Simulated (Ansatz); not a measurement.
# Pulling the pair apart

The pair of Ag⁺ (SMILES [Ag+], atom 1) and PH3 (SMILES P, atoms 2–5), both closed shells, in one local arrangement (a lower one may exist), relaxed at PBE0-D4/def2-TZVP:

```xyz
5
angstrom
Ag -0.2909 0.4037 -2.2261
P 0.0139 -0.0193 0.1062
H -0.4245 -1.2720 0.5667
H -0.6375 0.8651 0.9821
H 1.3389 0.0225 0.5711
```

PH3 is shifted rigidly along the line between the mean atom positions of the two fragments (negative: closer). Counterpoise interaction energies in kJ/mol. Program: Ansatz 0.2.0. Basis: def2-TZVPPD. Cores are frozen in the correlated methods. Filled d shells of the heavier atoms are correlated. Core potentials replace the inner electrons of the atoms past krypton. B3LYP uses VWN-RPA correlation.

```tsv
shift (Å)	PBE0-D4	HF	B3LYP-D4
-0.24	-190.3	-59.8	-185.5
-0.12	-211.0	-99.6	-208.3
0.00	-216.3	-120.9	-215.4
0.12	-212.2	-130.1	-213.0
0.29	-198.2	-130.7	-200.7
0.60	-163.3	-114.3	-168.4
1.19	-102.1	-73.2	-108.9
2.39	-39.3	-29.1	-45.2
```

Task: What does CCSD(T) give at these shifts? (To be estimated.)

Result: Computed: -149.5, -173.5, -181.5, -179.8, -168.4, -136.6, -80.1, -27.8 kJ/mol. For zero shift, CCSD(T) at an estimated basis limit (MP2 extrapolated from triple and quadruple zeta, plus CCSD(T) − MP2 in triple zeta) gives -203.2 kJ/mol. These are counterpoise interaction energies, counted from the two frozen fragments.

The T1 diagnostic stays at or below 0.015.

For scale, one of the runs: CCSD(T)/def2-TZVPPD, 155 basis functions, launched by `ansatz run in.yaml --threads 2 --pin off --events-out ev --progress --plain --max-ram 5222MiB`. The run took 40 s on 2 CPU threads of an Arm Neoverse V1 (shared host), with 1.2 GiB of host memory at its peak.
